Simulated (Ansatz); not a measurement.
Input and output for `C[CH2][Sn][NH2]`.

```yaml
crystal:
  periodic: [false, false, false]
  atoms:
    - {symbol: C, position_ang: [-0.949416, 1.034816, 0.391073]}
    - {symbol: C, position_ang: [-0.269621, -0.182384, 1.011083]}
    - {symbol: Sn, position_ang: [1.850796, -0.314654, 0.421223]}
    - {symbol: N, position_ang: [1.391089, -1.015798, -1.411329]}
    - {symbol: H, position_ang: [-0.918471, 1.002152, -0.701950]}
    - {symbol: H, position_ang: [-2.002316, 1.113520, 0.682408]}
    - {symbol: H, position_ang: [-0.468316, 1.970425, 0.695309]}
    - {symbol: H, position_ang: [-0.765144, -1.106583, 0.694831]}
    - {symbol: H, position_ang: [-0.333075, -0.142762, 2.102466]}
    - {symbol: H, position_ang: [0.455415, -1.206906, -1.738265]}
    - {symbol: H, position_ang: [2.074558, -1.208826, -2.126251]}
basis:
  gaussian: {orbitals: ANO-RCC-VTZP}
hamiltonian: {xc: {name: PBE0-DH}}
scf: {lower_state_search: full}
output: {forces: true}
```

```sh
$ ansatz run in.yaml --threads 4 --pin off --events-out ev --progress --plain --max-ram 10444MiB
```

Output, abridged:

```
Functional definition: PBE0-DH
1623 factors; integrals over basis functions are off by at most 1.1e-3 eV
mean field evaluation 1: about -171718.7309 eV, gradient 7.2e1 eV
mean field evaluation 2: about -171718.8566 eV, gradient 7.2e1 eV
mean field evaluation 4: about -171729.4548 eV, gradient 1.7e1 eV
mean field evaluation 8: about -171730.0810 eV, gradient 4.2e-1 eV
mean field evaluation 16: about -171730.0921 eV, gradient 1.1e-3 eV
mean field -171730.09206360 eV, -6310.9644805000 hartree, gradient 4.2e-6 eV, S^2 0.000000; 0 other end points of the search recorded, 0 dependent functions left out
21 core orbitals not correlated: weight in the atoms' cores, before any rotation towards them, 1.000 or more for the frozen orbitals, at most 0.000 for the correlated occupied ones
reference -171730.09210358 eV, -6310.9644819695 hartree; 17, 17 occupied and 218, 218 virtual orbitals, 1623 factors
second order -36.06803536 eV of doubles, -0.00000000 eV of singles
Total energy: -171734.60060800 eV, -6311.1301664510 hartree
Relativity: scalar
Atom 0 at    -0.949416     1.034816     0.391073 Å, force    -0.049386     0.083048    -0.040318 eV/Å
Atom 1 at    -0.269621    -0.182384     1.011083 Å, force     0.034821    -0.058612     0.038394 eV/Å
Atom 2 at     1.850796    -0.314654     0.421223 Å, force    -0.205963    -0.056610    -0.145120 eV/Å
Atom 3 at     1.391089    -1.015798    -1.411329 Å, force    -0.002176    -0.005771    -0.015481 eV/Å
Atom 4 at    -0.918471     1.002152    -0.701950 Å, force     0.000642    -0.002804     0.157122 eV/Å
Atom 5 at    -2.002316     1.113520     0.682408 Å, force     0.156987    -0.019169    -0.038934 eV/Å
Atom 6 at    -0.468316     1.970425     0.695309 Å, force    -0.062058    -0.138326    -0.037101 eV/Å
Atom 7 at    -0.765144    -1.106583     0.694831 Å, force     0.067790     0.125623     0.035504 eV/Å
Atom 8 at    -0.333075    -0.142762     2.102466 Å, force     0.006759     0.000361    -0.150051 eV/Å
Atom 9 at     0.455415    -1.206906    -1.738265 Å, force     0.184270     0.037066     0.062674 eV/Å
Atom 10 at     2.074558    -1.208826    -2.126251 Å, force    -0.131687     0.035193     0.133310 eV/Å
Dipole moment:    -0.079853    -0.045882    -0.075646 e Å
```

Run time 42 s (4 threads of an Arm Neoverse V2 on a shared host); peak host memory 1.2 GiB.
